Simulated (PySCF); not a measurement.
C4H12O2Si.
SMILES with atom numbers: `[CH3:1][C:2]([CH3:3])([CH3:4])[O:5][SiH2:6][OH:7]` (hydrogens: H8, H9, H10 on C1; H11, H12, H13 on C3; H14, H15, H16 on C4; H17, H18 on Si6; H19 on O7)

Cartesian coordinates in Å at the GFN2-xTB level; atoms count from 1:
```
atom  x, y, z in Å
C1    -1.8281    0.4741    0.3190
C2    -0.5535   -0.0421   -0.3578
C3    -0.5094   -1.5683   -0.2905
C4    -0.5009    0.4204   -1.8163
O5     0.5265    0.5186    0.3479
Si6    2.1021    0.1550    0.4080
O7     2.7242    1.2525    1.4244
H8    -1.8350    0.1741    1.3640
H9    -2.7098    0.0726   -0.1723
H10   -1.8602    1.5596    0.2718
H11   -0.4725   -1.8902    0.7470
H12   -1.3916   -1.9926   -0.7623
H13    0.3780   -1.9367   -0.7983
H14    0.4051    0.0486   -2.2875
H15   -0.4941    1.5066   -1.8612
H16   -1.3639    0.0488   -2.3616
H17    2.3814   -1.1388    1.0212
H18    2.7345    0.2755   -0.9094
H19    2.2574    2.0717    1.5682
```

Level of theory: PBE0/def2-SVPD in PySCF (dipole) on a GFN2-xTB geometry, gas phase.

Masses are those of the commonest isotopes; rigid-rotor values at the optimised geometry. The values belong to one conformer with, in the numbering `[CH3:1][C:2]([CH3:3])([CH3:4])[O:5][SiH2:6][OH:7]`, C2–O5–Si6–O7 179°, O5–Si6–O7–H -22°.

Q: What are A, B and C (GHz)?

A: Ia = 132.09, Ib = 407.43, Ic = 423.20 u·Å²; 505379 MHz·u·Å²/I gives 3826, 1240 and 1194 MHz, that is A = 3.8261, B = 1.2404, C = 1.1942 GHz.

Q: What kind of rotor is it?

A: A near-prolate asymmetric top: κ = (2 × 1240 − 3826 − 1194)/(3826 − 1194) ≈ -0.96.

Q: What does the inertial defect say?

A: Not planar: Δ = Ic − Ia − Ib = -116.32 u·Å². For a rigid frame Δ = −2 Σ m c², so Σ m c² = 58.16 u·Å² lies off the ab plane: 20.36 from hydrogen and 37.80 from heavier atoms. The atom farthest from that plane is 2.11 Å away.

Q: Where do the levels up to J = 5 lie, in MHz?

A: Above 0(0,0):
J = 1: 1(0,1) 2435, 1(1,1) 5020, 1(1,0) 5066
J = 2: 2(0,2) 7303, 2(1,2) 9843, 2(1,1) 9982, 2(2,1) 17739, 2(2,0) 17740
J = 3: 3(0,3) 14604, 3(1,3) 17077, 3(1,2) 17355, 3(2,2) 25043, 3(2,1) 25046, 3(3,1) 38087, 3(3,0) 38087
J = 4: 4(0,4) 24337, 4(1,4) 26722, 4(1,3) 27184, 4(2,3) 34781, 4(2,2) 34790, 4(3,2) 47827, 4(3,1) 47827, 4(4,1) 66087, 4(4,0) 66087
J = 5: 5(0,5) 36497, 5(1,5) 38777, 5(1,4) 39470, 5(2,4) 46952, 5(2,3) 46974, 5(3,3) 60002, 5(3,2) 60002, 5(4,2) 78261, 5(4,1) 78261, 5(5,1) 101739, 5(5,0) 101739
Those of J = 1 are B + C, A + C and A + B.

Q: Which types of transition are allowed, and where do some lines up to J = 4 fall?

A: The dipole components are |μa| = 2.17 D, |μb| = 0.16 D, |μc| = 0.43 D. Intensities carry the squares of the components, which stand as 1.00 : 0.01 : 0.04 (a : b : c). Some lines, for components of 0.1 D or more:

| type | branch | J(Ka,Kc) | MHz | lower level (cm⁻¹) |
| --- | --- | --- | --- | --- |
| a | Q | 4(1,3) ← 4(1,4) | 462 | 0.891 |
| b | R | 2(0,2) ← 1(1,1) | 2283 | 0.167 |
| c | Q | 3(1,3) ← 3(0,3) | 2473 | 0.487 |
| c | Q | 2(1,2) ← 2(0,2) | 2540 | 0.244 |
| b | Q | 1(1,0) ← 1(0,1) | 2632 | 0.081 |
| b | Q | 2(1,1) ← 2(0,2) | 2679 | 0.244 |
| b | Q | 3(1,2) ← 3(0,3) | 2750 | 0.487 |
| a | R | 2(1,2) ← 1(1,1) | 4823 | 0.167 |
| a | R | 2(0,2) ← 1(0,1) | 4869 | 0.081 |
| a | R | 3(1,2) ← 2(1,1) | 7373 | 0.333 |
| b | R | 2(1,2) ← 1(0,1) | 7409 | 0.081 |
| c | Q | 4(2,3) ← 4(1,3) | 7596 | 0.907 |
| c | Q | 2(2,1) ← 2(1,1) | 7757 | 0.333 |
| b | Q | 3(2,2) ← 3(1,3) | 7965 | 0.570 |
| a | R | 4(3,2) ← 3(3,1) | 9740 | 1.270 |
| a | R | 4(3,1) ← 3(3,0) | 9740 | 1.270 |
| a | R | 4(2,2) ← 3(2,1) | 9744 | 0.835 |
| c | R | 3(1,2) ← 2(0,2) | 10051 | 0.244 |
| c | R | 4(1,3) ← 3(0,3) | 12580 | 0.487 |
| b | R | 2(2,1) ← 1(1,0) | 12672 | 0.169 |
| b | Q | 4(3,2) ← 4(2,3) | 13046 | 1.160 |
| c | R | 3(2,2) ← 2(1,2) | 15199 | 0.328 |
| c | R | 4(2,2) ← 3(1,2) | 17435 | 0.579 |
| b | Q | 4(4,1) ← 4(3,2) | 18260 | 1.595 |
| c | R | 4(3,2) ← 3(2,2) | 22784 | 0.835 |
| c | R | 4(4,0) ← 3(3,0) | 28000 | 1.270 |

Q: Estimate the classical rotational partition function at 10 K, 100 K and 200 K.

A: Point group C1, symmetry number σ = 1; q = (√π/σ)·√((kT/h)³/(ABC)), k/h = 20836.6 MHz/K: 2240 at 10 K, 70800 at 100 K, 200000 at 200 K.

GFN2-xTB frequencies: not computed here. Constants of a rigid frame at the computed geometry: no zero-point averaging, no centrifugal distortion. A rigid rotor knows nothing of internal rotation, which can split or shift real lines.
